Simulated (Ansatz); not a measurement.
One elementary step

Start structure (SiH6ClOF, closed shell), relaxed at PBE0-D4/def2-TZVP:

```xyz
10
angstrom
Si -1.6179 0.8032 0.4646
Cl -0.2909 1.5932 -0.9345
H -2.0962 -0.4975 -0.0398
H -0.9183 0.7125 1.7595
H -2.7296 1.7807 0.5340
H 1.0971 -1.3381 0.3228
F 0.3574 -1.6531 0.8312
H 1.6639 0.2120 -0.8755
O 2.1585 -0.5795 -0.6219
H 2.3758 -1.0334 -1.4402
```

The step: SiH₃Cl ([SiH3][Cl]) + H₂O + HF → SiH₃F ([F][SiH3]) + HCl + H₂O; bonds formed: Si1–F7, Cl2–H8, H6–O9; bonds broken: Si1–Cl2, H6–F7, H8–O9. Program: Ansatz 0.2.0. Basis: def2-TZVPP and def2-QZVPP. Cores are frozen in the correlated methods. Extrapolation: Hartree–Fock as exp(−7.88 √X), correlation as X^−2.97. Energies below are by CCSD(T) at an estimated basis limit (MP2 extrapolated from triple and quadruple zeta, plus CCSD(T) − MP2 in triple zeta).

**Question.** What are the electronic barrier and the energy of the step, from the start structure to the end structure? (Judge from chemistry; the value comes from the calculation.)

**Answer.** By the calculation: Barrier 101.9 kJ/mol; step energy -20.5 kJ/mol (downhill); reverse barrier, their difference, 122.4 kJ/mol. Barrier and step energy count from the start structure, the reverse barrier from the end structure.

The saddle point: One imaginary mode of 353i cm⁻¹.
```json
{"pair": "Si1–F7", "start (Å)": "3.17", "saddle (Å)": "1.81", "end (Å)": "1.62"}
{"pair": "Cl2–H8", "start (Å)": "2.39", "saddle (Å)": "1.82", "end (Å)": "1.32"}
{"pair": "H6–O9", "start (Å)": "1.61", "saddle (Å)": "1.09", "end (Å)": "0.97"}
{"pair": "Si1–Cl2", "start (Å)": "2.08", "saddle (Å)": "2.37", "end (Å)": "3.72"}
{"pair": "H6–F7", "start (Å)": "0.95", "saddle (Å)": "1.27", "end (Å)": "1.94"}
{"pair": "H8–O9", "start (Å)": "0.97", "saddle (Å)": "1.05", "end (Å)": "1.70"}
```

Zero-point energy (harmonic, PBE0-D4): ZPE is 166.2 kJ/mol at the start and 164.5 kJ/mol at the saddle, so the barrier goes from 101.9 to 100.2 kJ/mol.

No T1 diagnostic of these runs exceeds 0.011.

Labels in which every atom is bracketed show which atoms are joined, not bond orders.

For scale, one of the runs: CCSD(T)/def2-TZVPP, 230 basis functions, launched by `ansatz run in.yaml --threads 4 --pin off --events-out ev --progress --plain --max-ram 9574MiB`. Hardware: 4 CPU threads of an Arm Neoverse V2, shared host. Wall time 100 s; peak host memory 3.9 GiB.
